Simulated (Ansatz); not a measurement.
Species: sum formula SiCl$_{2}$F, net charge 1, singlet state. 
Geometry from a B3LYP-D3(BJ)/def2-TZVP (Ansatz, a program for electronic structure) optimisation:
```xyz
4

Si    -0.2448    -0.1696     0.0150
F     -1.5101    -1.0466     0.0928
Cl    -0.4777     1.7585    -0.0302
Cl     1.4788    -1.0647    -0.0313
```
Charge +1, spin multiplicity 1.

Parts of the frozen-core correlation energy in STO-3G (Ansatz, hartree). Frozen orbitals: 16; correlated occupied orbitals by spin: 12 and 12; virtual: 4 and 4. Spin-orbit coupling is left out. No relativistic terms.

| term | value |
|---|---|
| reference (HF) | -1292.63244 |
| MP2 opposite-spin | [?] |
| MP2 same-spin | [?] |
| CCSD correlation | -0.09061 |
| (T) | [?] |
| FCI minus CCSD(T) | -0.00101 |
| T1 diagnostic | 0.017 |
| largest doubles amplitude | 0.053 |

**Question.** Some entries are withheld; supply them.

**Answer.** 
- MP2 opposite-spin, value: -0.06053
- MP2 same-spin, value: -0.01800
- (T), value: -0.00816
